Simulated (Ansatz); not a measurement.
Ge(SiH3)Cl3 (SiGeH₃Cl₃). Charge 0, multiplicity 3. Geometry PBE-D4/def2-SVP, that of the neutral singlet; atoms count from 1.

Cartesian coordinates in Å:
```
Ge -0.695 0.627 0.517
Si 0.861 -0.776 -0.639
H 1.392 -1.772 0.348
H 1.954 0.103 -1.170
H 0.118 -1.455 -1.752
Cl 0.220 1.561 2.253
Cl -2.417 -0.504 1.213
Cl -1.433 2.216 -0.769
```

At PBE0-D4/def2-TZVP a singlet of charge 0 lies 5.18 eV below the triplet at the same geometry.

(1) Estimate the Mulliken populations from the PBE0/def2-TZVP orbitals of Ansatz.

(2) Where does the spin sit?

(3) And the Mayer bond orders between heavy atoms (over 0.3)?

Answers

(1) 
| atom | charge (e) | spin (α − β) |
| --- | --- | --- |
| Ge1 | 0.63 | 0.40 |
| Si2 | -0.03 | 0.65 |
| H3 | 0.04 | 0.01 |
| H4 | 0.04 | 0.01 |
| H5 | 0.04 | 0.01 |
| Cl6 | -0.24 | 0.30 |
| Cl7 | -0.24 | 0.30 |
| Cl8 | -0.24 | 0.30 |
Mulliken values depend strongly on the basis.

(2) Summed by element: Ge 0.40, Si 0.65, H 0.04, Cl 0.91, of 2 unpaired in all. Largest on single atoms: Si2 0.65, Ge1 0.40, Cl6 0.30.

(3) Ge1–Si2 0.39 (2.39 Å); Ge1–Cl6 0.90 (2.17 Å); Ge1–Cl7 0.90 (2.17 Å); Ge1–Cl8 0.90 (2.17 Å).
